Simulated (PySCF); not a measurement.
A structure optimised at r2SCAN-D4/def2-TZVP, used in a PySCF frequency run:

```xyz
3

Cd     0.0000     0.0000    -0.4524
Cl     0.0000     0.0000    -2.7205
Br     0.0000     0.0000     1.9418
```
Charge 0, spin multiplicity 1.

Q: Write its SMILES, formula and point group.

A: [Cl][Cd][Br], BrCdCl, C∞v

Q: What are its rotational constants (standard atomic weights)?

A: 0.86186 GHz (linear rotor, B only)
